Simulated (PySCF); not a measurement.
**The electron affinity along the 4d series**

All values are computed (PySCF 2.14, energy differences of UHF-based or UKS calculations, no spin-orbit coupling). Values in eV. The last column holds reference values (measured affinities from photodetachment; the arrow runs from anion to atom). Unmarked ones compare directly (S terms, centres of terms, or small fine structure); those marked * lie between the lowest fine-structure levels and include a spin-orbit shift.

```csv
element,configurations,UHF,MP2 (valence and next inner shell),SCS-MP2 (valence and next inner shell),PBE,PBE0,r2SCAN,reference
"Zr (def2-QZVPPD with the def2 core potential (28 electrons), ECP)",[Kr] 4d3 5s2 → [Kr] 4d2 5s2,-0.479,0.107,-0.182,0.695,0.525,0.790,0.433 *
"Nb (def2-QZVPPD with the def2 core potential (28 electrons), ECP)",[Kr] 4d4 5s2 → [Kr] 4d4 5s1,-0.510,0.434,0.567,0.565,0.421,0.382,0.917 *
"Mo (def2-QZVPPD with the def2 core potential (28 electrons), ECP)",[Kr] 4d5 5s2 → [Kr] 4d5 5s1,-0.553,0.284,0.413,0.418,0.285,0.257,0.747
"Tc (def2-QZVPPD with the def2 core potential (28 electrons), ECP)",[Kr] 4d6 5s2 → [Kr] 4d5 5s2,-1.165,0.007,0.048,0.854,0.563,0.493,n/a
"Ru (def2-QZVPPD with the def2 core potential (28 electrons), ECP)",[Kr] 4d7 5s2 → [Kr] 4d7 5s1,-0.331,0.747,0.838,0.923,0.719,0.800,1.046 *
"Rh (def2-QZVPPD with the def2 core potential (28 electrons), ECP)",[Kr] 4d8 5s2 → [Kr] 4d8 5s1,-0.265,0.876,0.933,1.056,0.836,0.955,1.143 *
"Pd (def2-QZVPPD with the def2 core potential (28 electrons), ECP)",[Kr] 4d10 5s1 → [Kr] 4d10,-0.609,0.312,0.160,0.708,0.420,0.625,0.562
"Ag (def2-QZVPPD with the def2 core potential (28 electrons), ECP)",[Kr] 4d10 5s2 → [Kr] 4d10 5s1,-0.015,1.105,1.098,1.318,1.083,1.202,1.304
```

| method | elements | mean error (eV) | mean absolute error (eV) | largest error (eV) |
| --- | --- | --- | --- | --- |
| UHF | 3 | -1.264 | 1.264 | -1.319 |
| MP2 (valence and next inner shell) | 3 | -0.304 | 0.304 | -0.464 |
| SCS-MP2 (valence and next inner shell) | 3 | -0.314 | 0.314 | -0.402 |
| PBE | 3 | -0.056 | 0.163 | -0.329 |
| PBE0 | 3 | -0.275 | 0.275 | -0.462 |
| r2SCAN | 3 | -0.177 | 0.219 | -0.491 |

The highest occupied level of the anion is positive for Zr⁻ at UHF, PBE, PBE0, r2SCAN; Nb⁻ at UHF, PBE, PBE0, r2SCAN; Mo⁻ at UHF, PBE, PBE0, r2SCAN; Tc⁻ at UHF, PBE, PBE0, r2SCAN; Ru⁻ at UHF, PBE, PBE0, r2SCAN; Rh⁻ at UHF, PBE, PBE0, r2SCAN; Pd⁻ at UHF, PBE, PBE0, r2SCAN; Ag⁻ at PBE, PBE0, r2SCAN, so there the basis helps to hold the electron.

Errors include the incompleteness of the basis and the frozen core.

"Valence" correlates the outer s and p shells and, in groups 3 to 12 and the f block, the outer d or f shell, open or full, or the next shell where the ion has no valence electron left; the wider scheme adds the next inner shell.
